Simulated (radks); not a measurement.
Spherical quantum dot in the effective-mass picture: electrons in a well V = -V0 / (1 + exp((r - R)/a)) with V0 = 32.3, R = 1.88, a = 0.15, all in effective atomic units (hartree* = m*/eps^2 hartree, bohr* = eps/m* bohr), one dielectric constant everywhere. Method: non-relativistic Kohn-Sham, PBEsol, spin-polarised, spherical densities; computed with a radial shooting solver with Libxc functionals. Levels are named by radial order and angular momentum (1s, 1p, 1d, 2s, ...), and open shells are averaged over m.

N = 11, configuration 1s2 1p6 1d(up 3, down 0). This is the lowest configuration that the search found. Occupied and some empty levels:

level,occupation,eigenvalue (hartree*),<r> (bohr*)
1s up,1,-22.341,1.020
1s down,1,-22.233,1.012
1p up,3,-21.110,1.151
1p down,3,-20.980,1.147
1d up,3,-19.390,1.243
1d down,0,-19.249,1.241
2s up,0,-17.937,0.9350
2s down,0,-17.868,0.9379
1f up,0,-17.267,1.315
1f down,0,-17.121,1.315
2p up,0,-15.321,1.066
2p down,0,-15.237,1.067

Energy (hartree*): total -274.070, kinetic 29.718, external -343.37, Hartree 47.472, exchange-correlation -7.8877.

Electron density:

r (bohr*),n(r) (e/bohr*^3)
0.107,0.2866
0.227,0.3342
0.347,0.4144
0.466,0.5229
0.586,0.6497
0.705,0.7783
0.825,0.8843
0.945,0.9397
1.06,0.9195
1.18,0.8124
1.30,0.6337
1.42,0.4210
1.54,0.2314
1.66,0.1006
1.78,0.03391
1.90,0.009044
2.02,0.001942
2.14,0.0003719
2.26,0.00006527
2.38,0.00001111
